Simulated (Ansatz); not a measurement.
Cost and result up the ladder for Ge₂₄PH₃₄ (59 atoms). Charge 0, multiplicity 2. Geometry: PBE-D4/def2-SVP.

```xyz
59

Ge   -2.1815   -0.9195   -1.9929
Ge    1.8130   -0.0111   -5.4640
Ge   -2.1517   -2.5349    1.5882
Ge    1.3348   -1.7925   -1.9669
Ge   -3.2939    1.1105    1.1781
Ge    0.1962    1.7919   -2.3384
Ge   -3.7981   -0.6687    4.7584
Ge    0.0169   -1.6583    4.7255
Ge   -1.2122    2.2663    4.2837
Ge    3.3388   -0.6647    1.2723
Ge    2.2904    2.6806    0.9216
Ge    4.0516    1.0372   -2.2641
Ge   -2.5402   -3.0120   -0.7840
Ge   -3.7385    0.7927   -1.2110
Ge   -3.8679   -0.9643    2.3304
Ge    1.2741   -2.1386   -4.3907
Ge    0.0910    1.5795   -4.7756
P    -0.1411   -0.1800   -1.1069
Ge    4.0080    0.7628   -4.6989
Ge    0.0751   -1.7260    2.2632
Ge    3.5198   -1.0719   -1.1381
Ge   -1.0479    1.8591    1.8590
Ge    2.3453    2.6330   -1.5291
Ge   -1.5603    0.1021    5.3892
Ge    1.1929    0.5838    1.9439
H    -2.1455   -1.0832   -3.5448
H     1.8276   -0.1670   -7.0168
H    -2.2980   -3.8809    2.3756
H     0.8980   -3.0950   -1.2248
H    -4.2212    2.2664    1.6859
H    -0.9523    2.7191   -1.8293
H    -4.1336   -2.0237    5.4494
H    -4.8809    0.3683    5.1803
H    -0.4869   -3.0062    5.3311
H     1.4342   -1.3713    5.3023
H    -2.4254    3.1841    4.6348
H     0.0800    2.9530    4.8143
H     3.4560   -1.9967    2.0751
H     4.5257    0.2501    1.7092
H     1.5822    3.9701    1.4400
H     3.7589    2.7073    1.4513
H     5.4631    1.5308   -1.8168
H    -4.0136   -3.4877   -0.9563
H    -1.6075   -4.1333   -1.3244
H    -5.2066    0.3000   -1.3774
H    -3.5780    2.1074   -2.0263
H    -5.2688   -1.4565    1.8479
H    -0.1339   -2.6332   -4.8316
H     2.3114   -3.2365   -4.7713
H    -1.3173    1.0846   -5.2159
H     0.3322    2.9784   -5.4168
H     5.0937   -0.2689   -5.1278
H     4.3449    2.1192   -5.3871
H     1.0900   -2.8184    1.7840
H     4.6016   -2.1538   -1.4495
H    -0.8020    3.2111    1.1081
H     2.6231    4.0513   -2.1205
H    -1.5188    0.2917    6.9388
H     1.5531    0.8622    3.4566
```

Ansatz on 11 threads of AMD EPYC 7R13 on a shared host and a whole NVIDIA H100 80GB HBM3. Times are rough, and most runs start from the orbitals of an earlier one. PBE0-D4/def2-SVP serves as the yardstick here, not as an exact answer. Differences are given only for rows in sets of like size (and for xTB, whose basis is part of the method), since another set adds its own error. Binding counts from free atoms at the same level (Ge triplet, P quartet, H doublet; other spins of the atoms weren't run), without zero-point energy or a counterpoise term.

The 6-31G sets use Cartesian d functions. B3LYP takes the VWN-RPA correlation. Single mean-field runs in 6-31G, STO-3G, def2-SVP, def2-mTZVP are fitted with def2-universal-jkfit.

| level | functions | wall time | binding energy per atom (eV) | difference from PBE0-D4/def2-SVP (eV) |
| --- | --- | --- | --- | --- |
| PBE-D4/def2-SVP | 956 | 18 s | 2.89 | 0.00 |
| HF/STO-3G | 475 | 18 s | 3.68 | – |
| r2SCAN-D4/def2-mTZVP | 988 | 18 s | 2.88 | – |
| r2SCAN-D4/def2-SVP (with forces) | 956 | 21 s | 2.91 | 0.02 |
| B3LYP-D4/6-31G | 777 | 27 s | 2.80 | – |
| HF/6-31G | 777 | 30 s | 1.82 | – |
| PBE0-D4/def2-SVP | 956 | 33 s | 2.88 | 0.00 |
| B3LYP-D4/def2-SVP (with forces) | 956 | 49 s | 2.85 | -0.03 |
